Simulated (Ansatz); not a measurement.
System: ZrH$_{3}$, charge 0, multiplicity 2. The spin state was set by rule; other spins were not relaxed. 
Structure (B3LYP-D3(BJ)/def2-TZVP (Ansatz, a program for electronic structure) minimum search):
SMILES: [ZrH3]
```xyz
4

Zr     0.0201     0.0028    -0.0084
H      0.4733    -0.5595     1.7076
H     -0.6404     1.7340    -0.1901
H     -0.6363    -1.2860    -1.1809
```
Charge 0, spin multiplicity 2.

Basis-set convergence of Hartree-Fock and CCSD correlation energies (hartree) with Ansatz. Cores are frozen in the correlated levels unless marked. Open shells are spin-unrestricted. No spin-orbit coupling. Frozen are the shells of the preceding noble gas and the d and f shells that filled before the atom's block. In def2 rows, elements after Kr have scalar-relativistic effective core potentials.

```csv
basis,functions,E(HF),"E(corr, CCSD)"
def2-SVPD,58,-48.17965,-0.11633
def2-TZVPPD,107,-48.19596,-0.13106
def2-QZVPPD,180,-48.20012,-0.13474
```

Extrapolating the two largest sets (X = 3 and 4) as X^-3: E(corr) = (64·(-0.13474) - 27·(-0.13106))/37 = -0.1374 Eh, an estimate of the basis-set limit. The largest set recovers 98.0 % of it, the smallest 84.7 %.
